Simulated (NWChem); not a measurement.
All runs are NWChem calculations. System: C₃H₂F₃, charge 0, spin multiplicity 2, displaced from the optimised geometry. The structure started from a generated list of species. Its SCF solution wasn't tested for a lower state. Level: UPBE0/def2-SVP.

NWChem printed:

```
             Northwest Computational Chemistry Package (NWChem) 7.3.0
             --------------------------------------------------------

                                NWChem Input Module
                                -------------------

 Scaling coordinates for geometry "geometry" by  1.889725989
 (inverse scale =  0.529177249)

 Turning off AUTOSYM since
 SYMMETRY directive was detected!

                             Geometry "geometry" -> ""
                             -------------------------

 Output coordinates in angstroms (scale by  1.889725989 to convert to a.u.)

  No.       Tag          Charge          X              Y              Z
 ---- ---------------- ---------- -------------- -------------- --------------
    1 F                    9.0000    -2.70040000    -0.24682700     0.00000000
    2 C                    6.0000    -1.46184100     0.32308700     0.00000000
    3 C                    6.0000    -0.31553900    -0.50725200     0.00000000
    4 C                    6.0000     1.00505700    -0.04371300     0.00000000
    5 F                    9.0000     2.08582700    -0.84292600     0.00000000
    6 F                    9.0000     1.34331200     1.26125200     0.00000000
    7 H                    1.0000    -1.46724900     1.43622500     0.00000000
    8 H                    1.0000    -0.45747000    -1.61245100     0.00000000

 Effective nuclear repulsion energy (a.u.)     218.0695796350

            Nuclear Dipole moment (a.u.)
            ----------------------------
        X                 Y               Z
 ---------------- ---------------- ----------------
    -0.0000113384    -0.0000056692     0.0000000000

      Symmetry information
      --------------------

 Group name             Cs
 Group number              2
 Group order               2
 No. of unique centers     8

      Symmetry unique atoms

     1    2    3    4    5    6    7    8


 Summary of "ao basis" -> "" (spherical)
 ------------------------------------------------------------------------------
       Tag                 Description            Shells   Functions and Types
 ---------------- ------------------------------  ------  ---------------------
 *                          def2-svp                  on all atoms

                                 NWChem DFT Module
                                 -----------------

 Summary of "ao basis" -> "ao basis" (spherical)
 ------------------------------------------------------------------------------
[...]
     2   1 1 0     -1.025230     -3.364114     -4.505342      6.844226
     2   1 0 1      0.000000      0.000000      0.000000      0.000000
     2   0 2 0    -22.360373    -61.779722    -60.942499    100.361848
     2   0 1 1      0.000000     -0.000000      0.000000      0.000000
     2   0 0 2    -24.112385    -12.881259    -11.231126      0.000000

            General Information
            -------------------
          SCF calculation type: DFT
          Wavefunction type:  spin polarized.
          No. of atoms     :     8
          No. of electrons :    47
           Alpha electrons :    24
            Beta electrons :    23
          Charge           :     0
          Spin multiplicity:     2
          Use of symmetry is: on ; symmetry adaption is: on
          Maximum number of iterations: 100
          AO basis - number of functions:    94
                     number of shells:    42
          Convergence on energy requested:  1.00D-06
          Convergence on density requested:  1.00D-05
          Convergence on gradient requested:  5.00D-04

              XC Information
              --------------
                         PBE0 Method XC Functional
                     Hartree-Fock (Exact) Exchange  0.250
          PerdewBurkeErnzerhof Exchange Functional  0.750
            Perdew 1991 LDA Correlation Functional  1.000 local
           PerdewBurkeErnz. Correlation Functional  1.000 non-local

             Grid Information
             ----------------
          Grid used for XC integration:  fine
          Radial quadrature: Mura-Knowles
          Angular quadrature: Lebedev.
          Tag              B.-S. Rad. Rad. Pts. Rad. Cut. Ang. Pts.
          ---              ---------- --------- --------- ---------
          F                   0.50       70          11.0       590
          C                   0.70       70           9.0       590
          H                   0.35       60          10.0       590
          Grid pruning is: on
          Number of quadrature shells:   540
          Spatial weights used:  Erf1

          Convergence Information
          -----------------------
          Convergence aids based upon iterative change in
          total energy or number of iterations.
          Levelshifting, if invoked, occurs when the
          HOMO/LUMO gap drops below (HL_TOL):  1.00D-02
          DIIS, if invoked, will attempt to extrapolate
          using up to (NFOCK): 10 stored Fock matrices.

                    Damping( 0%)  Levelshifting(0.5)       DIIS
                  --------------- ------------------- ---------------
          dE  on:    start            ASAP                start
          dE off:    2 iters        100 iters           100 iters

      Screening Tolerance Information
      -------------------------------
          Density screening/tol_rho:  1.00D-10
          AO Gaussian exp screening on grid/accAOfunc:  14
          CD Gaussian exp screening on grid/accCDfunc:  20
          XC Gaussian exp screening on grid/accXCfunc:  20
          Schwarz screening/accCoul:  1.00D-08

                            NWChem DFT Gradient Module
                            --------------------------

  charge          =   0.00
  wavefunction    = open shell

  Using symmetry

                         DFT ENERGY GRADIENTS

    atom               coordinates                        gradient
                 x          y          z           x          y          z
   1 F      -5.103016  -0.466435   0.000000   -0.028647  -0.011615   0.000000
   2 C      -2.762479   0.610546   0.000000    0.001333   0.011453   0.000000
   3 C      -0.596282  -0.958567   0.000000   -0.002798  -0.010130   0.000000
   4 C       1.899282  -0.082606   0.000000   -0.002545  -0.002117   0.000000
   5 F       3.941641  -1.592899   0.000000    0.026731  -0.020238   0.000000
   6 F       2.538492   2.383421   0.000000    0.007643   0.031885   0.000000
   7 H      -2.772699   2.714072   0.000000    0.000555   0.015210   0.000000
   8 H      -0.864493  -3.047091   0.000000   -0.002272  -0.014448   0.000000

                 ----------------------------------------
                 |  Time  |  1-e(secs)   |  2-e(secs)   |
                 ----------------------------------------
                 |  CPU   |       0.02   |       3.15   |
                 ----------------------------------------
                 |  WALL  |       0.02   |       3.15   |
                 ----------------------------------------

 Task  times  cpu:       17.0s     wall:       17.0s

 Total times  cpu:       17.0s     wall:       17.0s
```

Problem. Write an NWChem input that would produce this output.

Solution. One answer among several that fit: 
```
start mol
memory heap 200 mb stack 900 mb global 1100 mb
geometry units angstroms nocenter noautoz
  F     -2.700400    -0.246827     0.000000
  C     -1.461841     0.323087     0.000000
  C     -0.315539    -0.507252     0.000000
  C      1.005057    -0.043713     0.000000
  F      2.085827    -0.842926     0.000000
  F      1.343312     1.261252     0.000000
  H     -1.467249     1.436225     0.000000
  H     -0.457470    -1.612451     0.000000
  symmetry group Cs
end
basis spherical
  * library def2-svp
end
dft
  xc pbe0
  odft
  mult 2
  semidirect memsize 60000000 filesize 0
  iterations 100
  grid fine
end
task dft gradient
```
